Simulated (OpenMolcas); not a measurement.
Br5+: effect of the basis set

```yaml
Program: OpenMolcas
Method: CASSCF
Active_space: 2 electrons in 4 orbitals (4s 4p)
State_averaging: 2S+1 = 3 even, 3 roots; 2S+1 = 1 even, 7 roots; 2S+1 = 3 odd, 3 roots; 2S+1 = 1 odd, 3 roots
Spin-orbit_coupling: RASSI with atomic mean-field integrals over the reference wave functions, term energies averaged over their components
```

A. ANO-RCC-VDZP [5s4p2d], DKH2, point nucleus; cost about 11 core-seconds
B. ANO-R1 [5s4p3d1f], X2C, finite nucleus; cost about 11 core-seconds
C. ANO-RCC-VTZP [6s5p3d1f], DKH2, point nucleus; cost about 19 core-seconds
D. ANO-R2 [6s5p4d2f1g], X2C, finite nucleus; cost roughly 15 core-seconds
E. ANO-RCC-VQZP [7s6p4d2f1g], DKH2, point nucleus; cost of the order of 23 core-seconds
F. ANO-R3 [7s6p5d4f2g], X2C, finite nucleus; cost of the order of 40 core-seconds

Energies in cm⁻¹ above 4s² ¹S₀, the measured ground level; measured values from Moore, Atomic Energy Levels, vol. II, NSRDS-NBS 35 (1971 reprint of NBS Circular 467, 1952).

| Level | A | B | C | D | E | F | Measured |
| --- | --- | --- | --- | --- | --- | --- | --- |
| 4s² ¹S₀ | 0.0 | 0.0 | 0.0 | 0.0 | 0.0 | 0.0 | 0.0 |
| 4s 4p ³P°₀ | 104392 | 95171 | 100727 | 100492 | 100798 | 101123 | 104316 |
| 4s 4p ³P°₁ | 106033 | 97120 | 102715 | 102489 | 102745 | 103038 | 106431 |
| 4s 4p ³P°₂ | 109625 | 101451 | 107101 | 106905 | 107032 | 107259 | 111336 |
| 4s 4p ¹P°₁ | 162660 | 155044 | 161958 | 160699 | 162013 | 162035 | 151274 |
| 4p² ³P₀ | 248812 | 228597 | 242351 | 241434 | 242524 | 243091 | 244136 |
| 4p² ³P₁ | 251002 | 231298 | 245059 | 244179 | 245159 | 245700 | 247406 |
| 4p² ³P₂ | 254006 | 234814 | 248606 | 247721 | 248634 | 249133 | 253892 |
| 4p² ¹D₂ | 268000 | 249183 | 263250 | 262097 | 263323 | 263693 |  |
| 4p² ¹S₀ | 298036 | 280463 | 294982 | 293131 | 295143 | 295227 |  |

Deviations, from unrounded energies. A percentage is the sum of absolute deviations over the sum of measured energies, with the sign that they share, or ± where signs differ.

```
           Against measurement  Levels     A      B     C     D     E     F
mean absolute deviation (cm-1)       7  3100  12000  4500  4800  4500  4100
      other configurations (%)       7  ±1.8   ±6.8  ±2.6  ±2.8  ±2.6  ±2.4
```

A lies closest to measurement on these levels and B furthest from it. The largest miss of A in the table is 4s 4p ¹P°₁, by +11000 cm-1. The ranking rests on the paired levels alone, and a cruder setting can come out closer through cancelling errors.

Among A to F the level of the table that moves most is 4p² ³P₀, by 20000 cm-1 (lowest in B, highest in A).

The ¹D term of p² mixes with s d, which this space lacks. The basis is small and was not contracted for so high a charge (holds for A; B). Computed and measured levels are paired by configuration, term and J; levels that our copy of the source lacks, or whose pairing is in doubt (as where it misses far off the trend of its configuration), stay unpaired and out of the deviations. Levels of configurations outside the active space are missing.

° marks odd parity.
